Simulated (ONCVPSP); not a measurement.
## Hg: variants of one ONCV potential

Base potential:

- Element: Hg (Z = 80)
- Generator: ONCVPSP 4.0.1
- Type: optimised norm-conserving Vanderbilt (ONCV)
- Functional: revPBE
- Relativity: scalar-relativistic
- Frozen core: [Kr] 4d10 4f14 5s2
- Valence charge: 18
- Reference configuration: 5p6 5d10 6s2
- Partial waves: 6s: rc 2.20 bohr, ncon 4, nbas 7, qcut 2.6 1/bohr, 2 projectors, debl 1.9 Ha; 5p: rc 1.35 bohr, ncon 3, nbas 8, qcut 8.3 1/bohr, 2 projectors, debl 0.7 Ha; 5d: rc 2.15 bohr, ncon 4, nbas 9, qcut 7.1 1/bohr, 2 projectors, debl 0.4 Ha
- Local potential: polynomial inside 0.95 bohr (lpopt 3, dvloc0 0 Ha)
- Core correction: none

In the p channel the program set the typed energies aside and used -2.442, 0.250 Ha.

Cutoffs, loose and tight: the cutoffs (Ha) at which the residual kinetic energy of the hardest occupied pseudo-wave falls to 1 and 0.1 mHa per electron. They do not see the model core or the augmentation charge, which bear on the density cutoff. Test errors are all-electron minus pseudo excitation energies from the reference, over the configurations 5p6 5d10 6s1; 5p6 5d10 6s0; 5p6 5d9 6s0; 5p6 5d10 6s1.5. A dash means not determined; rows that change the core or the reference have their own tests.

A true bound ghost makes a file unfit for plane-wave use even where its test errors are small: the radial tests pick states by their node count and pass the ghost by.

```csv
change,outcome,"cutoff, loose","cutoff, tight",bound ghosts,GHOST(+) flags above zero,largest test error (meV)
base,"generated, projector energies reset by the program",26 Ha,32 Ha,s,s,-40
p: rc 1.4,"generated, projector energies reset by the program",24 Ha,30 Ha,s,s,-39
p: rc 1.76,"generated, projector energies reset by the program",18 Ha,23 Ha,s,s,-39
p: rc 1.98,"generated, projector energies reset by the program",18 Ha,23 Ha,s,s,-39
```

(1) What comes out with this change to the base: p: rc 1.22?

(2) What comes out with this change to the base: p: rc 0.98?

(3) What comes out with this change to the base: p: rc 1.58?

Results:

(1) outcome: generated, projector energies reset by the program; cutoff, loose: 31 Ha; cutoff, tight: 100 Ha; bound ghosts: s; GHOST(+) flags above zero: s; largest test error (meV): -40.

(2) outcome: generated, projector energies reset by the program; cutoff, loose: 99 Ha; cutoff, tight: 246 Ha; bound ghosts: s; GHOST(+) flags above zero: s; largest test error (meV): -40.

(3) outcome: generated, projector energies reset by the program; cutoff, loose: 18 Ha; cutoff, tight: 24 Ha; bound ghosts: s; GHOST(+) flags above zero: s; largest test error (meV): -39.

Reading the sweep of the p radius (base included, trends over the rows without a ghost): Bound ghosts are found at 0.98, 1.22, 1.35, 1.4, 1.58, 1.76, 1.98 bohr. Every judged row has one, so this setting neither creates nor removes them.
